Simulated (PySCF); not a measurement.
## Electronic structure of Fe²⁰⁺ (iron, charge +20) at the PBE0 level

Configuration: [He] 2s2 2p2, high-spin 3P determinant. All numbers are calculated (PySCF 2.14, the spin-free X2C one-electron Hamiltonian (Gaussian nucleus), in an even-tempered Gaussian basis (20 s from 4.2 bohr⁻², ratio 2.2; 11 p from 5.5 bohr⁻², ratio 2.2; 6 d from 24 bohr⁻², ratio 2.4; 5 f from 35 bohr⁻², ratio 2.4; 4 g from 53 bohr⁻², ratio 2.4)).

| Quantity | Value |
| --- | --- |
| Total energy | -940.230 hartree |
| One-electron energy | -1019.785 hartree |
| Hartree (Coulomb) energy | 107.546 hartree |
| Exchange-correlation energy | -27.991 hartree |
| ⟨S²⟩ | 2.0001 |
| ⟨L²⟩ | 2.000 |
| Sum of ⟨r⟩ | 1.039 bohr |
| Sum of ⟨r²⟩ | 0.2638 bohr² |
| Traceless quadrupole moment −½Σ⟨3z² − r²⟩ along its main axis | 0.0218 e·bohr² |

| shell | electrons | mean orbital energy (eV) | rms radius, mean of both spins (bohr) |
| --- | --- | --- | --- |
| 1s α | 1 | -8142.0 | 0.0671 |
| 1s β | 1 | -8129.2 | 0.0671 |
| 2s α | 1 | -1732.8 | 0.269 |
| 2s β | 1 | -1708.1 | 0.269 |
| 2p α | 2 | -1649.2 | 0.235 |

Densities and radii are taken from the X2C orbitals without a picture-change correction, which distorts them close to the nucleus.
